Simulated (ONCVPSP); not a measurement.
**Configuration tests for tin (Sn) (ONCV)**

```
Element                 : Sn
Generator               : ONCVPSP 4.0.1
Type                    : optimised norm-conserving Vanderbilt (ONCV)
Functional              : PBE
Relativity              : scalar-relativistic
Frozen core             : [Kr]
Valence charge          : 14
Reference configuration : 4d10 5s2 5p2
Partial waves           : 5s: rc 2.20 bohr, ncon 3, nbas 6, qcut 2.6 1/bohr, 2 projectors, debl 1.6 Ha; 5p: rc 2.20 bohr, ncon 5, nbas 8, qcut 4 1/bohr, 2 projectors, debl 1.6 Ha; 4d: rc 1.65 bohr, ncon 3, nbas 8, qcut 9.8 1/bohr, 1 projector
Local potential         : polynomial inside 1.20 bohr (lpopt 4, dvloc0 1 Ha)
Core correction         : polynomial model core, fcfact 0.15
```

Energies are relative to the spin-unpolarised reference configuration 4d10 5s2 5p2; without spin polarisation the order of configurations can differ from experiment.

Q: Give the all-electron excitation energy and the error of the potential for: 4d10 5s2 5p1; 4d10 5s2 5p0; 4d10 5s1 5p0; 4d10 5s0 5p4.

A:

| valence configuration | charge | ΔE all-electron (eV) | error AE − PS (meV) |
| --- | --- | --- | --- |
| 4d10 5s2 5p1 | +1 | 6.875 | -2.3 |
| 4d10 5s2 5p0 | +2 | 20.828 | -9.2 |
| 4d10 5s1 5p0 | +3 | 51.800 | -30 |
| 4d10 5s0 5p4 | 0 | 14.186 | -41 |

Levels in the configuration 4d10 5s0 5p4:

```tsv
level	all-electron (eV)	pseudo (eV)
4d	-28.698	-28.931
5p	-4.884	-4.882
```

Note: no bound ghost flagged; GHOST(+) flagged for s at 6.3 eV, p at 64.4 eV.
